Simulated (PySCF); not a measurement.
Estimate the missing entries of this data sheet.

C₈H₁₀O.
Cartesian coordinates in Å at the GFN2-xTB level; atoms count from 1:
```xyz
19
C8H10O angstrom
C      2.8120   -0.4086   -0.6067
O      1.7921   -0.9094    0.2240
C      0.6393   -0.1997    0.3291
C      0.4330    1.0568   -0.1109
C     -0.8444    1.7028   -0.1276
C     -2.0377    1.0987   -0.3264
C     -2.2126   -0.3046   -0.5643
C     -1.4498   -1.2671   -0.0321
C     -0.4457   -0.9613    1.0325
H      3.5580   -1.1985   -0.6795
H      3.2746    0.4848   -0.1744
H      2.4285   -0.1700   -1.6035
H      1.2627    1.6443   -0.4785
H     -0.8196    2.7855   -0.1052
H     -2.9134    1.7222   -0.4527
H     -3.0094   -0.5749   -1.2462
H     -1.5507   -2.2939   -0.3525
H     -0.8935   -0.3329    1.8067
H     -0.0331   -1.8651    1.4758
```

```csv
property,level,value
point group of the GFN2-xTB geometry,GFN2-xTB,?
"rotational constants A, B, C of the GFN2-xTB geometry",GFN2-xTB,"3.174, 1.291, 1.033 GHz"
dipole moment,PBE0/pcSseg-1,?
HOMO energy,PBE0/pcSseg-1,?
LUMO energy,PBE0/pcSseg-1,?
13C chemical shifts (computed TMS as zero) by class,GIAO PBE0/pcSseg-1,?
1H chemical shifts (computed TMS as zero) by class,GIAO PBE0/pcSseg-1,?
"isotropic shieldings of nuclei other than C and H, by class",GIAO PBE0/pcSseg-1,?
```

Gas-phase values; electronic properties from PySCF, density fitting. Isolated species at its GFN2-xTB geometry (one conformer only). NMR classes are plain means over equivalent atoms (diastereotopic ones count apart unless rotation or inversion swaps them), as if these changed places fast; in this geometry the members of some classes differ.

(1) The 1H chemical shifts (computed TMS as zero) by class?

(2) Give the HOMO energy.

(3) What is the LUMO energy?

(4) The isotropic shieldings of nuclei other than C and H, by class?

(5) The 13C chemical shifts (computed TMS as zero) by class?

(6) What is the point group of the GFN2-xTB geometry?

(7) What is the dipole moment?

Results:

(1) 6.89 (H14), 6.67 (H15), 6.57 (H16), 5.44 (H13), 5.34 (H17), 3.70 (H10/H11/H12), 2.40 (H18/H19) ppm.

(2) -5.95 eV.

(3) -0.53 eV.

(4) 209 (O2) ppm.

(5) 155.4 (C3), 134.9 (C5), 133.7 (C7), 130.0 (C6), 120.9 (C8), 100.3 (C4), 57.7 (C1), 37.5 (C9) ppm.

(6) C1.

(7) 1.50 D.

With B = h/(8π²I), that is 505.379 GHz u Å² over I, the principal moments of inertia are 159.2, 391.4 and 489.2 u Å² (most abundant isotopes). The rotational constants make it an asymmetric top with κ = (2B − A − C)/(A − C) = -0.76, nearer the prolate limit (−1). A dipole of 1.50 D is allowed in C1, and pure rotational transitions are dipole-allowed. The dipole equals about 5.0 × 10⁻³⁰ C·m (1 D = 3.33564 × 10⁻³⁰ C·m).

For the NMR shielding job (PBE0/pcSseg-1), time: 39 s wall. Hardware: an Arm Neoverse V1 with one thread, no GPU, shared host.
